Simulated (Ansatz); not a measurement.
CH₉NOSi₂ (`CO[SiH](N)[SiH3]`). Total charge 0; spin multiplicity 1.

```xyz
14

C     0.1749    0.9433    2.0383
O    -0.2636    1.1471    0.7169
Si    0.3564    0.3129   -0.5672
N    -0.1272    0.9790   -2.0596
Si   -0.3786   -1.9158   -0.5213
H     1.2635    1.0476    2.1239
H    -0.1065   -0.0490    2.4101
H    -0.2944    1.6945    2.6759
H     1.8436    0.4071   -0.4850
H     0.2535    1.8535   -2.3838
H    -1.0593    0.8325   -2.4104
H    -1.7799   -2.0011   -1.0237
H     0.4760   -2.7838   -1.3767
H    -0.3582   -2.4678    0.8626
```

Task: Give the diagnostics of a CCSD(T)/def2-TZVPP run (frozen core, Ansatz). (An estimate is asked.)

Result: The calculation gave: T1 = 0.0120, largest single amplitude 0.013, largest double 0.015, (T) share of the correlation energy 3.5 %, 9 CCSD cycles. The RHF solution is stable towards an unrestricted one. T1 lies under the customary mark of 0.02 for closed shells.
